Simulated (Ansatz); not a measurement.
System: sum formula H7BSi2O3, charge 0, multiplicity 1. SMILES: [SiH3]OB(O)O[SiH3]
Coordinates optimised at B3LYP-D3(BJ)/def2-TZVP (Ansatz, a program for electronic structure):
```
O
B 1 1.3656
O 2 1.3674 1 120.16
O 2 1.3682 1 119.14 3 -180.00
H 4 0.9621 2 112.88 1 -180.00
Si 1 1.6560 2 132.32 3 180.00
Si 3 1.6579 2 129.60 1 0.00
H 6 1.4770 1 106.37 2 180.00
H 7 1.4771 3 106.35 2 -180.00
H 6 1.4790 8 109.87 1 -119.52
H 6 1.4790 8 109.87 10 -120.96
H 7 1.4793 9 109.84 3 -119.60
H 7 1.4793 9 109.84 12 -120.79
```

Computed values are from Ansatz. Correlated levels leave the core frozen unless marked. UHF or UKS for open shells. Spin-orbit coupling is left out. No relativistic terms. CBS marks a two-point X^-3 extrapolation of the correlation energy; Hartree-Fock from the larger set.

Task: What is the atomisation energy De at CCSD(T)/CBS(cc-pV(T+d)Z,cc-pV(Q+d)Z)?

Result: 5018.9 kJ/mol.

Task: What is the total energy at CCSD(T)/CBS(cc-pV(T+d)Z,cc-pV(Q+d)Z)?

Result: -832.9040 Eh.

Task: What is the dipole moment at CCSD(T)/aug-cc-pV(D+d)Z?

Result: 0.65 D.

Task: What is the T1 diagnostic at CCSD/cc-pV(Q+d)Z?

Result: 0.012.
